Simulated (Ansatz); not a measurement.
Saddle point of Si2H8OF2, singlet (Si₂H₆O ([SiH3][O][SiH3]) + HF + HF → Si₂H₅OF ([F][SiH2][O][SiH3]) + HF + H₂; bonds formed: Si1–F8, H2–H9, H7–F10; bonds broken: Si1–H2, H7–F8, H9–F10), PBE0-D4/def2-TZVP structure:

```json
{"atom": "Si1", "x (Å)": "-0.0206", "y (Å)": "0.3596", "z (Å)": "0.9525"}
{"atom": "H2", "x (Å)": "0.0047", "y (Å)": "-1.1347", "z (Å)": "0.1914"}
{"atom": "O3", "x (Å)": "-0.9799", "y (Å)": "0.7913", "z (Å)": "-0.3300"}
{"atom": "Si4", "x (Å)": "-0.9546", "y (Å)": "1.0737", "z (Å)": "-1.9408"}
{"atom": "H5", "x (Å)": "1.1942", "y (Å)": "1.1626", "z (Å)": "0.7166"}
{"atom": "H6", "x (Å)": "-0.9895", "y (Å)": "0.5268", "z (Å)": "2.0447"}
{"atom": "H7", "x (Å)": "1.4183", "y (Å)": "-1.5711", "z (Å)": "1.8218"}
{"atom": "F8", "x (Å)": "1.0195", "y (Å)": "-0.5594", "z (Å)": "2.2636"}
{"atom": "H9", "x (Å)": "0.6508", "y (Å)": "-1.7235", "z (Å)": "0.4860"}
{"atom": "F10", "x (Å)": "1.5094", "y (Å)": "-2.3933", "z (Å)": "1.0936"}
{"atom": "H11", "x (Å)": "0.2574", "y (Å)": "1.8502", "z (Å)": "-2.3152"}
{"atom": "H12", "x (Å)": "-2.1723", "y (Å)": "1.8375", "z (Å)": "-2.3068"}
{"atom": "H13", "x (Å)": "-0.9372", "y (Å)": "-0.2197", "z (Å)": "-2.6774"}
```

Energies are electronic, without zero-point energy. Barriers and step energies count from the start structure reached by relaxing down the imaginary mode; all methods use the PBE0-D4 structures, on which another method's saddle can fall below an end. Program: Ansatz 0.2.0. Basis: def2-TZVPP, with def2-QZVPP for the basis limit. Cores are frozen in the correlated methods. B3LYP uses VWN-RPA correlation. Extrapolation: Hartree–Fock as exp(−7.88 √X), correlation as X^−2.97.

```
      method  barrier (kcal/mol)  step energy (kcal/mol)
       SPW92                6.94                  -24.31
      PBE-D4                   ?                  -26.85
     BLYP-D4               22.05                  -29.79
   r2SCAN-D4               20.52                  -30.30
      B97M-V               26.87                  -29.81
     PBE0-D4               23.97                  -27.66
    B3LYP-D4               25.93                  -30.19
  r2SCAN0-D4               25.02                  -30.19
    BHLYP-D4               32.05                  -31.37
CAM-B3LYP-D4               25.47                  -30.54
     wB97X-V               26.91                  -30.09
     wB97M-V                   ?                  -30.20
      B2PLYP               27.82                  -30.06
    PBE-QIDH               27.72                  -28.90
  RPA on PBE               29.21                  -29.77
          HF                   ?                  -32.70
         MP2               28.14                  -30.69
        CCSD               33.22                  -29.92
     CCSD(T)               29.99                  -29.71
```

Problem. Fill in the withheld barriers. (To be estimated.)

Solution. By the calculation: wB97M-V 26.15; HF 48.64; PBE-D4 18.25 kcal/mol. Each is the energy of the saddle less that of the start structure, by the same method.

For comparison, the barrier by CCSD(T) at an estimated basis limit (MP2 extrapolated from triple and quadruple zeta, plus CCSD(T) − MP2 in triple zeta) is 29.89 kcal/mol.

No T1 diagnostic of these runs exceeds 0.013.

Labels in which every atom is bracketed show which atoms are joined, not bond orders.

For scale, one of the runs: CCSD(T)/def2-TZVPP, 289 basis functions, launched by `ansatz run in.yaml --threads 8 --pin off --events-out ev --progress --plain --max-ram 19148MiB`. Hardware: 8 CPU threads of an Arm Neoverse V2, shared host. Wall time 3 min; peak host memory 9.1 GiB.
